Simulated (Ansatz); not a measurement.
One change: `[BH2][SnH2][CH3]` becomes `[BH2][SnH2][CH2]Cl`.

Ansatz, PBE0-D4/def2-TZVP geometries, multiplicity 1. Each molecule was computed in one conformer, which needn't be the lowest.

Elements past krypton have def2 core potentials.

```json
{"property": "HOMO energy (B3LYP/def2-TZVPP) / eV", "`[BH2][SnH2][CH3]`": "-7.52"}
{"property": "LUMO energy (PBE0/def2-TZVPP) / eV", "`[BH2][SnH2][CH3]`": "-2.44"}
{"property": "HOMO energy (PBE0/def2-TZVPP) / eV", "`[BH2][SnH2][CH3]`": "-7.71"}
{"property": "HOMO–LUMO gap (B3LYP/def2-TZVPP) / eV", "`[BH2][SnH2][CH3]`": "4.87"}
{"property": "size of the dipole moment (PBE/def2-TZVPP) / D", "`[BH2][SnH2][CH3]`": "0.72"}
{"property": "LUMO energy (B3LYP/def2-TZVPP) / eV", "`[BH2][SnH2][CH3]`": "-2.65"}
```

Task: What does the change do to each property? (An estimate is asked.)

Result: Ansatz gave: 
| property | `[BH2][SnH2][CH2]Cl` | shift |
| --- | --- | --- |
| HOMO energy (B3LYP/def2-TZVPP) / eV | -7.06 | 0.46 |
| LUMO energy (PBE0/def2-TZVPP) / eV | -1.04 | 1.40 |
| HOMO energy (PBE0/def2-TZVPP) / eV | -7.23 | 0.48 |
| HOMO–LUMO gap (B3LYP/def2-TZVPP) / eV | 5.80 | 0.93 |
| size of the dipole moment (PBE/def2-TZVPP) / D | 2.09 | 1.37 |
| LUMO energy (B3LYP/def2-TZVPP) / eV | -1.26 | 1.39 |

With PBE0 the HOMO rises by 0.48 eV and the LUMO rises by 1.40 eV, so the gap widens by about 0.92 eV. PBE moves the HOMO by 0.42 eV and ωB97M-V by 0.51 eV. Dipoles are sizes alone; their direction can turn.

B3LYP here is the variant with VWN-RPA as its local correlation; programs differ in this.
